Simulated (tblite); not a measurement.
Species: C₇H₉F₃N₂.
SMILES with atom numbers: `[CH2:1]=[CH:2]/[CH:3]=[N:4]/[N:5]=[C:6](/[CH2:7][CH3:8])[C:9]([F:10])([F:11])[F:12]` (hydrogens: H13, H14 on C1; H15 on C2; H16 on C3; H17, H18 on C7; H19, H20, H21 on C8)

The geometry is computed with GFN2-xTB (gas phase).

Q: List the bond lengths, angles and torsions at this level.

A: 
```tsv
bond	length (Å)	order
C1=C2	1.330	double
C2–C3	1.440	single
C3=N4	1.269	double
N4–N5	1.266	single
N5=C6	1.269	double
C6–C7	1.496	single
C7–C8	1.531	single
C6–C9	1.518	single
C9–F10, C9–F12	1.342	single
C9–F11	1.353	single
C1–H13	1.075	single
C1–H14	1.078	single
C2–H15	1.081	single
C3–H16	1.091	single
C7–H17, C7–H18	1.091	single
C8–H19, C8–H20, C8–H21	1.087	single
```

Bonds in one row agree within 0.01 Å and their mean is given. Orders are formal, as drawn. A selection of angles:
```tsv
angle	degrees
C1–C2–C3	123.0
C2–C3–N4	119.9
C3–N4–N5	133.3
N4–N5–C6	131.8
N5–C6–C7	120.8
N5–C6–C9	121.2
C7–C6–C9	117.9
C6–C7–C8	111.5
C6–C9–F10	112.5
C6–C9–F11	112.0
F10–C9–F11	105.8
F10–C9–F12	106.6
```

Torsions: C1–C2–C3–N4 178° (antiperiplanar); C2–C3–N4–N5 171° (antiperiplanar); C3–N4–N5–C6 103° (anticlinal); N4–N5–C6–C7 170° (antiperiplanar); N5–C6–C7–C8 110° (anticlinal); N5–C6–C9–F10 42° (synclinal). The mirror-image conformer, all signs reversed, is as good.

Of the pairs four or more bonds apart, N4···F10 is among the closest relative to their van der Waals radii: 2.78 Å, 92 % of the sum of Bondi's values. The 5 C–C bonds span 1.330 Å (C1=C2, drawn double) to 1.531 Å (C7–C8, drawn single), a spread of 0.201 Å.

Point group: C1 (no symmetry element, even within 0.4 Å). Its lowest GFN2-xTB frequency is 15 cm⁻¹, too small to tell a flat minimum from a shallow saddle. One conformer, not necessarily the lowest.
